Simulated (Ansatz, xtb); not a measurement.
C3H6BrCl: 5 structures ranked

5 gas-phase structures of C3H6BrCl, from a drawn sample of its isomers (lower ones may exist). Each was relaxed with GFN2-xTB; where two conformers were screened, the lower at r2SCAN-D4/def2-SVP is listed:

A. `ClCCCBr`, a singlet
B. `CC(C)(Cl)Br`, a singlet
C. `CC[C@@H](Cl)Br`, a singlet
D. `C[C@@H](Br)CCl`, a singlet
E. `C[C@@H](Cl)CBr`, a singlet

Problem. Estimate their order in r2SCAN-D4/def2-SVP energy at these geometries, lowest first.

Solution. Calculated order at r2SCAN-D4/def2-SVP: B (0.0), E (1.2), D (1.4), A (8.3), C (15.8) kJ/mol. Less than 1 kcal/mol parts B and E; E and D, so the order within those pairs means little.

Energies above the lowest of each column, in kJ/mol; the last columns are at B3LYP-D3(BJ)/def2-SVP geometries:

| structure | GFN2-xTB | HF/STO-3G | r2SCAN-D4/def2-SVP | B3LYP-D3(BJ)/def2-SVP | CCSD(T)/def2-SVP + ΔMP2/def2-TZVPP |
| --- | --- | --- | --- | --- | --- |
| B | 0.0 | 11.5 | 0.0 | 3.5 | 3.3 |
| E | 2.7 | 0.0 | 1.2 | 0.0 | 0.0 |
| D | 8.1 | 6.1 | 1.4 | 0.5 | 0.8 |
| A | 12.8 | 3.6 | 8.3 | 4.8 | 7.2 |
| C | 18.2 | 14.7 | 15.8 | 14.4 | 17.9 |

CCSD(T)/def2-SVP + ΔMP2/def2-TZVPP has B and D and E within 1 kcal/mol of each other at the bottom, and every level picks one of them. CCSD(T)/def2-SVP + ΔMP2/def2-TZVPP orders those it was run on as E (0.0), D (0.8), B (3.3), A (7.2), C (17.9) kJ/mol. Less than 1 kcal/mol parts E and D; D and B; B and A, so the order within those pairs means little. Flexible structures stand in one conformer each, not always the lowest. ΔMP2 is the change of the MP2 energy from the smaller to the larger basis.

Over these structures GFN2-xTB departs from r2SCAN-D4/def2-SVP by 2.1 kJ/mol on average once a common shift is removed. A GFN2-xTB relaxation took about 0.049 s and the r2SCAN-D4/def2-SVP energy about 1.2 s on a shared host (Ansatz 0.2.0, xtb 6.7.1).
